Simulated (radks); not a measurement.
Question: Hg VI, 75 electrons, occupied as [Xe] 4f14 5d7 (the NIST ground configuration). Method: scalar-relativistic Kohn-Sham, LDA (Slater exchange, Perdew-Wang correlation), spin-polarised, spherical densities, finite nucleus; open shells are filled with parallel spins first (spin-orbit coupling, left out, can overturn this in heavy ions); Fermi nuclear charge, rms radius 5.4648 fm; computed with a radial shooting solver on a logarithmic mesh with Libxc functionals. Some entries of the table are withheld. Estimate them.

orbital  occ.  eigenvalue (hartree)  r(max) (bohr)
1s up       1             -3055.310        0.01024
1s down     1             -3055.309        0.01024
2s up       1             -543.7095        0.05920
2s down     1             -543.6989        0.05920
2p up       3             -469.5814        0.04907
2p down     3             -469.5724        0.04907
3s up       1             -130.9562         0.1669
3s down     1             -130.9506         0.1669
3p up       3             -109.5283         0.1664
3p down     3             -109.5224         0.1664
3d up       5             -86.89508         0.1354
3d down     5             -86.88677         0.1354
4s up       1             -30.75000         0.3758
4s down     1             -30.73885         0.3759
4p up       3             -23.71792         0.3959
4p down     3             -23.70669         0.3959
4d up       5             -15.35860         0.4027
4d down     5             -15.34539         0.4028
5s up       1              -6.87442            (1)
5s down     1              -6.80907            (2)
4f up       7              -6.08264         0.3658
4f down     7              -6.06530         0.3657
5p up       3                   (3)         0.9224
5p down     3                   (4)         0.9199
5d up       5                   (5)          1.119
5d down     2                   (6)          1.117

Answer: 
(1) 5s up r(max) (bohr): 0.8255
(2) 5s down r(max) (bohr): 0.8237
(3) 5p up eigenvalue (hartree): -4.94427
(4) 5p down eigenvalue (hartree): -4.86825
(5) 5d up eigenvalue (hartree): -2.72509
(6) 5d down eigenvalue (hartree): -2.64378
